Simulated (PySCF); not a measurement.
From computed data to an observable: oscillator strength and radiative lifetime

SiHF, SMILES F[SiH] (connectivity only; charge and spin as stated), neutral, multiplicity 1.

Geometry: PBE0-D3(BJ)/def2-TZVPD. The isomer is the one that the SMILES or the coordinates give; other isomers of the formula were not compared.

TDA-LC-ωPBE/def2-TZVPD (PySCF) puts the first singlet state with f over 0.02 at 3.06 eV (vertical), with the transition dipole (0.000, 0.000, -0.688) in atomic units.

Find the oscillator strength, the wavelength and the radiative lifetime that this transition would have in vacuum if emission retraced absorption.


|μ|² = 0.4733 au, so |μ| = 1.75 D. ΔE = 3.06/27.211 = 0.1125 hartree. f = (2/3) ΔE |μ|² = 0.035 (the program prints 0.035).
λ = 1239.84/3.06 = 405 nm; ν = 24681 cm⁻¹.
Einstein's coefficient A = 0.6670 ν² f s⁻¹ (ν in cm⁻¹) = 1.4e7 s⁻¹, so τ = 1/A = 69 ns. This state is S1. The figure is the radiative limit of this one transition; relaxation, internal conversion, crossing to triplets and a medium change what is measured.
